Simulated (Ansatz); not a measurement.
`C=[CH][GeH3]` + `O[SiH2]F` → `F[SiH2][O][GeH3]` + `C=C` at 400 K and 1 bar (ligand exchange at a Ge–C bond).

Gas-phase electronic energies from Ansatz, PBE0-D4/def2-TZVP geometries. CCSD(T)/CBS is the MP2 limit (def2-TZVPP, def2-QZVPP) plus CCSD(T) − MP2 in def2-TZVPP, frozen cores. This one scheme is used for every species. For Ge outer-core shells are correlated without core-valence functions, which leaves a few kJ/mol of doubt a bond. Scalar relativity is left out up to krypton. Each species was taken in one conformer, which may not be the lowest.

```tsv
species	CCSD(T)/CBS energy (Eh)	H − E (kJ/mol)	S (J/(mol·K))
`C=[CH][GeH3]`	-2155.78858	196.1	325.8
`O[SiH2]F`	-465.96250	110.6	296.9
`F[SiH2][O][GeH3]`	-2543.28863	158.4	390.3
`C=C`	-78.48111	149.4	232.7
```

H − E and S are ideal-gas, rigid-rotor, harmonic terms from PBE0-D4/def2-TZVP, for one conformer and one mirror image of each species. 1 Eh = 2625.50 kJ/mol, R = 8.31446 J/(mol·K).

**Question.** By hand: ΔE, ΔH, ΔS and ΔG.

**Answer.** ΔE = (-2543.28863) + (-78.48111) − (-2155.78858) − (-465.96250) = -0.01866 Eh = -49.0 kJ/mol. Δ(H − E) = 158.4 + 149.4 − 196.1 − 110.6 = 1.1, so ΔH = -47.9 kJ/mol. ΔS = 390.3 + 232.7 − 325.8 − 296.9 = 0.3 J/(mol·K). ΔG = -47.9 − 400 × (0.3)/1000 = -48.0 kJ/mol.

**Question.** By hand: the equilibrium constant, and the temperature at which ΔG would vanish if ΔH and ΔS stayed fixed.

**Answer.** log₁₀ K = −ΔG/(RT ln 10) = 6.3. ΔH and −TΔS have one sign here, so there is no such temperature. One of them is within its doubt of zero, so this could turn.

The number of gas molecules stays the same, so ΔS is small and ΔH decides. A doubt of 5 kJ/mol in ΔE shifts log₁₀ K by 0.7 here. Other conformers and mirror images would add mixing entropy, several J/(mol·K) or more a flexible species. Modes under 60 cm⁻¹, often nearly free rotors, make the harmonic entropy too high. These are equilibria of isolated gas molecules and say nothing of rates. Largest T1 diagnostic: 0.012 (customary marks: 0.02 for closed shells, 0.045 for open ones).
